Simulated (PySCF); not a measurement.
How methods differ on the ionisation energy of Pr⁺

Pr⁺ [Xe] 4f3 6s1 [4f5/2^3 6s1/2^1, M_J = 4] → Pr²⁺ [Xe] 4f3 [4f5/2^3, M_J = 9/2], as a difference of total energies. All numbers are calculated (PySCF 2.14, the two-component X2C-1e Hamiltonian, in x2c-TZVPall-2c). Correlated levels: [Ar] 3d10 frozen; the 18 highest virtual spinors dropped. "Screened" scales the spin-orbit matrix elements by Boettger's factors to mimic the two-electron term; Breit and QED terms are absent.

| method | ionisation energy (eV) | difference from reference (eV) |
| --- | --- | --- |
| GHF (spin-free) | 9.889 | -0.742 |
| GMP2 (spin-free) | 10.638 | +0.007 |
| GHF (screened spin-orbit) | 9.889 | -0.742 |
| GMP2 (screened spin-orbit) | 10.635 | +0.004 |

Reference: 10.631 ± 0.02 eV (semi-empirical (NIST evaluation); NIST Atomic Spectra Database, ionization energies).

The spin-free rows relax to the high-spin LS determinant and lack the spin-orbit shift.

The labels give the starting determinants; with spin-orbit coupling the two ends relaxed to ⟨J²⟩ = 23.19, ⟨L²⟩ = 41.81, ⟨S²⟩ = 5.96 and ⟨J²⟩ = 26.93, ⟨L²⟩ = 41.80, ⟨S²⟩ = 3.74.

The determinant of Pr⁺ and of Pr²⁺ mixes levels of different J (the jj label is only the starting occupation), so the difference between spin-free and spin-orbit rows is not the physical spin-orbit shift.
